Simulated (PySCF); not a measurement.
**Correlation energy of Ge³⁰⁺ (germanium, charge +30)**

1s2, closed-shell 1S. Calculation: PySCF 2.14, in an uncontracted even-tempered set (17 s from 40 bohr⁻², ratio 2.2; 7 p from 60 bohr⁻², ratio 2.4; 4 d from 180 bohr⁻², ratio 2.4; 3 f from 270 bohr⁻², ratio 2.4; 3 g from 410 bohr⁻², ratio 2.4); the spin-free X2C one-electron Hamiltonian (Gaussian nucleus). Frozen: nothing; 2 electrons correlated; the 9 highest virtual orbitals of each spin left out.

With two correlated electrons CCSD is exact within the correlated space (frozen core and kept virtual orbitals).

```json
{"level": "CCSD", "correlation energy (mhartree)": "-50.12"}
```

Diagnostics: T1 = 3.8e-06, D1 = 0.0000, largest double amplitude 0.001.

Cost of the coupled-cluster step: about 5 core-seconds, for 2 correlated electrons.

At this charge the one-electron X2C treatment keeps the bare 1/r₁₂, with no two-electron picture change or Breit term. That inflates the 1s pair energies well beyond their four-component values; and a scalar Hamiltonian misses the large spin-orbit splitting of the p shells, which matters for ns² → np² pairs.
